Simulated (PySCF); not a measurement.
Electronic absorption of C2H5ClSi

Compound: C₂H₅ClSi.
InChI=1S/C2H5ClSi/c3-2-1-4-2/h2H,1,4H2/t2-/m0/s1

The calculation used TDDFT B3LYP/def2-SVPD, vertical, gas phase, core orbitals frozen in the response (PySCF). Geometry: PBE0-D3(BJ)/def2-SVP; no solvent, vibrations or thermal averaging.

Q: Predict the UV-vis stick spectrum at this level.

A: 

```csv
state,E (eV),λ (nm),f,"main configurations (H = HOMO, L = LUMO)"
S1,5.55,223.6,0.079,"H→L (72%), H→L+1 (26%)"
S2,5.99,207.1,0.072,"H→L+1 (69%), H→L (23%)"
S3,6.13,202.2,0.0024,H→L+2 (93%)
S4,6.28,197.5,0.022,H-1→L (88%)
S5,6.55,189.2,0.019,H→L+3 (93%)
S6,6.85,181.0,0.012,"H-1→L+1 (79%), H→L+4 (9%)"
S7,7.00,177.1,0.014,H→L+4 (82%)
S8,7.17,172.9,0.010,H-1→L+2 (87%)
S9,7.26,170.9,0.0060,"H→L+5 (77%), H-2→L (16%)"
S10,7.32,169.3,0.0054,"H-2→L (66%), H→L+5 (10%), H-2→L+1 (8%)"
```

Triplets, Tamm–Dancoff:

```csv
state,E (eV),λ (nm),"main configurations (H = HOMO, L = LUMO)"
T1,4.62,268.5,H→L (96%)
T2,5.30,234.1,H→L+1 (86%)
T3,5.83,212.5,"H-1→L (69%), H→L+3 (11%)"
T4,5.94,208.6,H→L+2 (86%)
```

The lowest singlet lies at 5.55 eV (224 nm, ultraviolet) and is of moderate strength; its leading configuration is HOMO→LUMO (72%). The lowest level is also the most intense of those listed (f = 0.079). Löwdin shares by element: HOMO carbon 39%, chlorine 27%, silicon 24%; LUMO silicon 36%, chlorine 17%, carbon 12% or more, hydrogen 11% or more (atoms not listed hold the other 25%). The oscillator strengths of these states sum to 0.243; summed over the whole spectrum of an exact calculation they would give the number of electrons, 48 (Thomas–Reiche–Kuhn). The listed states span 1.78 eV, and the widest gap between neighbours is 0.44 eV (S1 to S2). Weighted by f, the mean energy of these states is 6.13 eV. All these states lie below the vertical ionisation energy of 9.07 eV (ΔSCF). Only the lowest 10 singlets were computed, as vertical energies without vibronic structure.
